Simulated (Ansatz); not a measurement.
One change: `[F][Ge]([F])([F])[GeH3]` becomes `[NH2][Ge]([F])([F])[F]`.

Ansatz, PBE0-D4/def2-TZVP geometries, multiplicity 1. Each molecule was computed in one conformer, which needn't be the lowest.

Scalar relativity is left out up to krypton.

```tsv
property	`[F][Ge]([F])([F])[GeH3]`
size of the dipole moment (ωB97M-V/def2-TZVPP) / D	4.17
ideal-gas entropy at 298 K and 1 bar (rigid rotor, harmonic PBE0-D4/def2-TZVP) / J/(mol·K)	375
HOMO energy (PBE0/def2-TZVPP) / eV	-9.59
LUMO energy (PBE/def2-TZVPP) / eV	-1.82
LUMO energy (PBE0/def2-TZVPP) / eV	-0.84
zero-point energy (PBE0-D4/def2-TZVP) / kJ/mol	80.9
```

(1) Give the same properties after the change, and the shifts. (Best estimate.)

Answers

(1) The calculation gave: 
```csv
property,`[NH2][Ge]([F])([F])[F]`,shift
size of the dipole moment (ωB97M-V/def2-TZVPP) / D,3.31,-0.86
"ideal-gas entropy at 298 K and 1 bar (rigid rotor, harmonic PBE0-D4/def2-TZVP) / J/(mol·K)",344,-31
HOMO energy (PBE0/def2-TZVPP) / eV,-9.06,0.53
LUMO energy (PBE/def2-TZVPP) / eV,-1.77,0.05
LUMO energy (PBE0/def2-TZVPP) / eV,-0.71,0.13
zero-point energy (PBE0-D4/def2-TZVP) / kJ/mol,87.0,6.1
```

With PBE0 the HOMO rises by 0.53 eV and the LUMO rises by 0.13 eV, so the gap narrows by about 0.40 eV. PBE moves the HOMO by 0.79 eV and ωB97M-V by 0.19 eV. The zero-point energy changes by 6.1 kJ/mol with -3 modes. Dipoles are sizes alone; their direction can turn. Modes under 60 cm⁻¹, often nearly free rotors, make the harmonic entropy too high.
